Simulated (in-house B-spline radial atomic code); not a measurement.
Results of a calculation; reference values are marked as such.
Impurity-limited mobility of n-type InAs at n = 6.1384e15 cm⁻³, compensation 0.5

For InAs the NSM archive of the Ioffe Institute lists m* = 0.023 m0 and ε = 15.15.

One parabolic, isotropic band at zero temperature, uniform dielectric constant, impurities scattering independently, no phonons and no central-cell term; real bands flatten as E_F rises, which lowers the mobility at the highest densities. In effective units each ion is a point charge Z in an electron gas; its screened potential is solved self-consistently in the LDA with open boundaries (B-splines, partial waves to l = 16), which gives the phase shifts δ_l at the Fermi level.

**Question.** Put the electron gas into effective units.

**Answer.** a* = 0.0529177 nm × 15.15/0.023 = 34.86 nm and Ha* = 27211.386 meV × 0.023/15.15² = 2.727 meV. From 4π (r_s a*)³/3 = 1/n, r_s = 0.972. Then k_F = 1.91916/r_s = 1.9744 per a*, E_F = k_F²/2 = 1.9492 Ha* = 5.32 meV, and Mott's number n^(1/3) a* = 0.638.

Self-consistent phase shifts (rad):

```csv
l,"donor, Z = +1","acceptor, Z = −1"
0,0.6171,-0.5006
1,0.1588,-0.1667
2,0.0502,-0.0584
3,0.0175,-0.0212
4,0.0063,-0.0079
5,0.0024,-0.0030
6,0.0009,-0.0011
7,0.0003,-0.0004
8,0.0001,-0.0002
```

With all partial waves the Friedel sums are 1.000 and -1.001, and Σ (l + 1) sin²(δ_l − δ_(l+1)) is 0.22304 for the donor and 0.13578 for the acceptor. The screened donor binds no level.

**Question.** Find the transport cross sections, and compare them with the Born approximation for Thomas-Fermi screening (Brooks-Herring).

**Answer.** σ_tr = (4π/k_F²) × sum: 0.7189 a*² for the donor and 0.4377 a*² for the acceptor. Thomas-Fermi gives q_s² = 4k_F/π = 2.5139, so b = 4k_F²/q_s² = 6.203, and σ_Born = (2π/k_F⁴)(ln(1 + b) − b/(1 + b)) = 0.4134 × 1.1133 = 0.4603 a*² for either sign. The donor scatters 1.56 times and the acceptor 0.95 times as much. Two things differ from Brooks-Herring. First order with Lindhard's response and the LDA kernel gives 1.32 times σ_Born for either sign: screening weakens at large momentum transfer, and the exchange-correlation potential of the screening charge adds to the ion's own, which is the larger part in a thin gas. Higher orders then split the signs, leaving the donor at 1.18 and the acceptor, which keeps the electrons out, at 0.72 of that.

**Question.** With N_A/N_D = 0.5 and n = N_D − N_A, what are the mobility and the resistivity?

**Answer.** N_D = 1.23e16 and N_A = 6.14e15 cm⁻³. μ = e/(ħ k_F Σ N σ_tr), with e/ħ = 15.193 cm²/(V·s) per nm². Here k_F = 0.05664 nm⁻¹, a*² = 1215 nm², 1 cm⁻³ = 1e-21 nm⁻³, and Σ N σ_tr = 0.01399 nm⁻¹, a mean free path of 71.5 nm. So μ = 19200 cm²/(V·s) and ρ = 1/(n e μ) = 0.053 Ω·cm. Brooks-Herring would give 26000 cm²/(V·s). k_F times the mean free path is 4.0.
